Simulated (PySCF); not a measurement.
## Dipole moment and polarisability of `CCO[SiH2]SC`

C3H10OSSi.
Cartesian coordinates in Å at the GFN2-xTB level; atoms count from 1:
```
atom  x, y, z in Å
C1    -2.5761   -0.0446    0.4901
C2    -1.4445    0.4831   -0.3751
O3    -0.1895    0.3165    0.2240
Si4    0.5370   -1.0380    0.7180
S5     2.4560   -0.3793    1.3719
C6     2.9622    0.6742   -0.0271
H7    -3.5325    0.1844    0.0285
H8    -2.5355    0.4173    1.4731
H9    -2.4857   -1.1218    0.6074
H10   -1.5649    1.5587   -0.5419
H11   -1.4497   -0.0255   -1.3465
H12    0.6761   -1.9806   -0.3929
H13   -0.0652   -1.6665    1.8823
H14    3.8867    1.1612    0.2643
H15    2.1907    1.4131   -0.2157
H16    3.1273    0.0566   -0.9042
```

Level: PBE0/def2-SVPD (PySCF), static field, nuclei fixed, core orbitals frozen in the response. The polarisability tensor in these axes (au):

```
x   103.75   4.68   2.35
y     4.68  80.73  -4.72
z     2.35  -4.72  80.57
```

Q: Give the principal values, the mean and the anisotropy Δα = √{½[(α1 − α2)² + (α2 − α3)² + (α1 − α3)²]}.

A: Principal values 75.07, 85.23 and 104.75 au; mean 88.35 au = 13.09 Å³ = 14.57 × 10⁻⁴⁰ C²·m²/J; Δα = 26.13 au (30 % of the mean).

Q: What is the dipole moment, and where does it point?

A: (-1.84, 0.50, -1.78) D, 2.61 D in size, pointing from the negative to the positive side. Measured along this direction, the outermost atoms are S5 and H14 at the negative end and H7 at the positive end.

Q: Estimate the molar refractivity from the static electronic polarisability.

A: Lorentz–Lorenz: R = (4π/3)N_A α = 2.5225 cm³/(mol·Å³) × 13.09 Å³ = 33.0 cm³/mol, in the limit of long wavelengths.

Q: Along which axes do the principal values lie, and how far do the nuclei extend along each?

A: Largest value along (0.98, 0.18, 0.06), where the nuclei span 7.47 Å; middle along (0.08, -0.68, 0.73), 4.08 Å; least along (-0.17, 0.71, 0.68), 3.53 Å. The response follows the extents in order.

Q: How large is μ²/3kT at 500 K beside α?

A: In Gaussian units μ²/3kT = 32.87 Å³ against 13.09 Å³, a ratio of 2.51; the Debye molar polarisation (4π/3)N_A(α + μ²/3kT) is 115.9 cm³/mol, leaving out the vibrational part.

Q: Find the Langevin capture rate constant for O2+ (31.990 u) meeting this molecule (122.022 u), k = 2.342 × 10⁻⁹ cm³/s × √(α in Å³ / reduced mass in u).

A: The reduced mass is 25.35 u, so k = 1.68 × 10⁻⁹ cm³/s. The formula leaves out the permanent dipole, which adds to the capture rate.

Isolated species at its GFN2-xTB geometry (one conformer only).

The run behind these numbers computed excited states as well. Time: 29 s of wall time (with the writing of density and orbital grids); peak memory 0.88 GiB. Hardware: one thread, Arm Neoverse V2 (aarch64), shared host.
